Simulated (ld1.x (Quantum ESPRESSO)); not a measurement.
## tellurium (Te), TM semilocal: configuration errors across variants

| Property | Result |
| --- | --- |
| Element | Te |
| Generator | ld1.x (Quantum ESPRESSO) 7.5 |
| Type | norm-conserving Troullier–Martins (semilocal form) |
| Functional | Wu–Cohen |
| Relativity | scalar-relativistic |
| Frozen core | [Kr] |
| Valence charge | 16 |
| Reference configuration | 4d10 5s1.75 5p4.25 |
| Partial waves | 5s (bound): rc 1.80 bohr; 4d (bound): rc 1.00 bohr; 5p (bound): rc 1.90 bohr |
| Local potential | the p channel |
| Core correction | Bessel-smoothed model core inside 0.50 bohr |

All-electron excitation energies from the reference (eV): (1) 4d10 5s2 5p4 -2.305; (2) 4d10 5s2 5p3 7.456; (3) 4d10 5s2 5p2 25.449; (4) 4d9 5s2 5p5 35.871; (5) 4d10 5s0 5p6 16.483; (6) 4d10 5s1 5p5 6.991; (7) 4d10 5s2 5p3.5 1.604.

In the semilocal form every listed channel keeps its own potential, so the choice of the local channel does not act on these tests. It acts once the file is put into the separable form.

A semilocal file is local in each channel, so a ghost entry of none says nothing of the separable form that plane-wave codes build from it.

2 further variants failed, have other tests or another functional or relativity, and are left out.

Errors AE − PS in meV (a dash: test not solved or not reliable):

| change | (1) | (2) | (3) | (4) | (5) | (6) | (7) | bound ghosts |
| --- | --- | --- | --- | --- | --- | --- | --- | --- |
| base | +0.1 | -1.3 | +0.5 | -315 | -4.8 | -1.2 | -0.9 | none |
| core correction Bessel-smoothed model core inside 1.20 bohr | +0.1 | -1.3 | +0.5 | -315 | -4.8 | -1.2 | -0.9 | none |
| wave 5s (bound): rc 1.80 bohr becomes 5s (bound): rc 1.84 bohr | +0.1 | -1.3 | +0.5 | -315 | -4.8 | -1.2 | -0.9 | none |
| local potential the s channel | +0.1 | -1.3 | +0.5 | -315 | -4.8 | -1.2 | -0.9 | none |

Give the same row for: wave 5p (bound): rc 1.90 bohr becomes 5p (bound): rc 2.00 bohr.

+0.1, -1.5, -0.2, -329, -6.8, -1.5, -0.9; bound ghosts: none.
